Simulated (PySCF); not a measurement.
**Radial density of Co⁺ (cobalt, charge +1)**

B2PLYP, [Ar] 3d8, high-spin 3F determinant. All numbers are calculated (PySCF 2.14, scalar relativity by spin-free X2C-1e, in aug-cc-pVDZ-DK).

| r (bohr) | 4πr²ρ (e/bohr) | 4πr²(ρα − ρβ) |
| --- | --- | --- |
| 0.000997 | 0.2423 | 0.0000 |
| 0.00168 | 0.6090 | 0.0000 |
| 0.00282 | 1.499 | 0.0000 |
| 0.00474 | 3.557 | 0.0000 |
| 0.00798 | 7.947 | 0.0001 |
| 0.0134 | 15.95 | 0.0001 |
| 0.0226 | 26.58 | 0.0003 |
| 0.0380 | 32.71 | 0.0007 |
| 0.0639 | 27.81 | 0.0034 |
| 0.107 | 27.50 | 0.0223 |
| 0.181 | 36.68 | 0.1434 |
| 0.304 | 21.06 | 0.6720 |
| 0.511 | 16.14 | 1.6548 |
| 0.860 | 15.90 | 1.7055 |
| 1.45 | 4.442 | 0.7064 |
| 2.43 | 0.6266 | 0.1093 |
| 4.09 | 0.04517 | 0.0008 |
| 6.88 | 0.0001508 | 0.0000 |

Densities and radii are taken from the X2C orbitals without a picture-change correction, which distorts them close to the nucleus.
